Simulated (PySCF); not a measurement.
# From computed data to an observable: chemical shift, span and skew from a shielding tensor

CH4S2Se, SMILES CS[Se]S. Atoms are numbered in the order given.

```xyz
8

Se     0.0351     0.1172     0.8481
S      0.3960     2.0095    -0.3083
H      1.7601     2.0077    -0.2206
S      0.2446    -1.5318    -0.6113
C     -1.3633    -1.5110    -1.4809
H     -2.2031    -1.6755    -0.7795
H     -1.3266    -2.3397    -2.2169
H     -1.4918    -0.5526    -2.0200
```
Charge 0, spin multiplicity 1.

Geometry optimised at PBE-D3(BJ)/def2-SVP. The structure was generated by enumeration, and PubChem lists no compound with its InChIKey, so it may never have been made. The values are those of a single conformer.

GIAO shieldings from HF/pcSseg-1 in PySCF, non-relativistic, no solvent. The symmetric part of the tensor of C5 has the principal values 141.3, 165.6, 188.5 ppm. The same nucleus in TMS has σ = 192.6 ppm at this level (PySCF, at its B3LYP-D3(BJ)/def2-TZVP geometry).

Work out the isotropic shielding, the ¹³C shift against TMS, the span and the skew.


σ(iso) = (σ11 + σ22 + σ33)/3 = 165.1 ppm. δ = σ(ref) − σ(iso) = 192.6 − (165.1) = 27.5 ppm.
Span Ω = σ33 − σ11 = 47.2 ppm. Skew κ = 3(σ(iso) − σ22)/Ω = -0.03. Tumbling in solution averages the tensor to δ; in a static solid the shielding alone would spread this spin-1/2 line over Ω.
